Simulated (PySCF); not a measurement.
## Assigning NMR signals

Geometry (Å), atoms numbered from 1 in this order:
```xyz
15

C     4.109    0.598   -1.306
C     3.256    0.374   -0.465
C     2.298    0.123    0.477
C     1.438   -0.102    1.319
C     0.463   -0.361    2.302
C    -0.868   -0.479    2.061
C    -1.475   -0.360    0.791
C    -2.004   -0.258   -0.301
C    -2.621   -0.135   -1.607
H     4.863    0.795   -2.045
H     0.817   -0.474    3.332
H    -1.526   -0.682    2.913
H    -3.151   -1.061   -1.883
H    -1.868    0.069   -2.383
H    -3.356    0.686   -1.622
```

- couplings computed with B3LYP/pcJ-1 (without the spin–dipole term)
- PBE0/pcSseg-1 with gauge-including orbitals
- coordinates at the PBE0-D3(BJ)/def2-SVP level
- code: PySCF
- equivalent nuclei averaged, one conformer, gas phase, relativity neglected

References, each an isolated molecule treated in the same way: 13C (σ = 184.41 ppm), 1H (σ = 31.27 ppm) against TMS.

(1) Assign these signals to the numbered atoms. 13C{1H} NMR (computed): δ 135.4, 124.5, 111.3, 93.5, 83.5, 83.3, 74.2, 72.2, 6.4.

(2) Assign these signals to the numbered atoms. 1H NMR (400 MHz, computed): δ 6.02 (dq, J = 13.0, 4.0 Hz, 1H), 5.76 (ddq, J = 13.0, 2.5, 1.5 Hz, 1H), 2.62 (d, J = 2.5 Hz, 1H), 2.22 (dd, J = 4.0, 1.5 Hz, 3H).

Results:

(1) 
```tsv
δ (ppm)	atoms	environment	reason
135.4	C6	alkene CH	the olefinic region
124.5	C5	alkene CH	–
111.3	C8	alkyne carbon	–
93.5	C3	alkyne carbon	the triple bond shields along its axis, which puts it between sp3 and sp2 carbons
83.5	C1	terminal alkyne carbon	sp carbons lie upfield of alkene carbons because the cylindrical π system leaves one tensor component strongly shielded
83.3	C7	alkyne carbon	sp carbons lie upfield of alkene carbons because the cylindrical π system leaves one tensor component strongly shielded
74.2	C4	alkyne carbon	–
72.2	C2	alkyne carbon	–
6.4	C9	propargylic methyl carbon	aliphatic region, no heteroatom directly attached
```

C1 and C7 lie closer than the usual error of such a calculation, so a measured spectrum could show them in the other order.

(2) 
```tsv
δ (ppm)	atoms	environment	reason
6.02	H12	hydrogen on an alkene CH	olefinic region
5.76	H11	hydrogen on an alkene CH	–
2.62	H10	hydrogen on a terminal alkyne carbon	it lies on the axis of the triple bond, in its shielding cone
2.22	H13/H14/H15	hydrogen on a propargylic methyl carbon	–
```

Multiplet labels drop couplings under 1 Hz and merge nearly equal ones. Unscaled 3J(H,H) at this level run about 10 % above measured values. Shifts are as computed. Against solution values, carbons near 30 ppm lie about +2 ppm off and those near 130 ppm about +5 ppm. Of 1211 compounds with measured shifts, 218 miss one by over three times the rms of a fit or turn the order of signals round; such compounds aren't used in these exercises.
